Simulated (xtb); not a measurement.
xtb input:

```bash
xtb mol.xyz --gfn 2 --ohess tight --chrg 0 --uhf 0
```
mol.xyz:
```
15

C     -2.16273470    -1.08905811     0.52902174
Si    -1.81602169     0.17158965    -0.81674385
C     -2.37060123     1.87637603    -0.28963328
O     -0.12329054     0.24370921    -1.08121826
Si     1.24170004     0.08167423    -0.34776191
Cl     1.62322924    -1.93680042     0.04496009
Cl     1.26589232     1.09450453     1.41664149
H     -1.67116969    -0.80017060     1.46305173
H     -1.78603140    -2.06995435     0.25029144
H     -3.26812974    -1.14720398     0.71277167
H     -2.41397116    -0.17185956    -2.10556143
H     -1.85591916     2.18110023     0.63541764
H     -3.42675835     1.94410296    -0.20273288
H     -2.05695424     2.64837276    -1.09917341
H      2.32780665     0.59901692    -1.22715124
```

### Question
Which total energy does the run end on?

### Answer
-25.18055 Eh (GFN2-xTB).
